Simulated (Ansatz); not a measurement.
Wavefunction ladder for ClH$_{2}$NbO$_{3}$, SMILES `[O]=[Nb]([OH])([OH])[Cl]`

```xyz
7

O     0.966    1.246    0.822
Nb    0.193   -0.129    0.217
O    -1.662    0.055    0.504
O     0.543   -0.246   -1.632
Cl    1.012   -1.982    1.324
H    -2.147    0.749    0.954
H     1.095    0.307   -2.188
```

Charge 0, multiplicity 1. Correlated methods include outer-core shells of Nb, which these sets cover unevenly. Nb takes the def2 core potential. Geometry: relaxed with PBE0-D4/def2-TZVP. It is one conformer, not always the lowest. Frozen core, restricted reference, Ansatz 0.2.0.

```csv
basis,HF (Eh),MP2 corr.
def2-SVP,-741.50404,-1.04596
def2-TZVPP,-741.97266,-1.38951
def2-QZVPP,-742.00033,-1.51323
```

Q: Estimate the CCSD correlation energy and the (T) correction in each basis where they were run (hartree).

A: 
```
     basis  CCSD corr.       (T)
  def2-SVP    -1.02484  -0.04258
def2-TZVPP    -1.36172  -0.07075
```
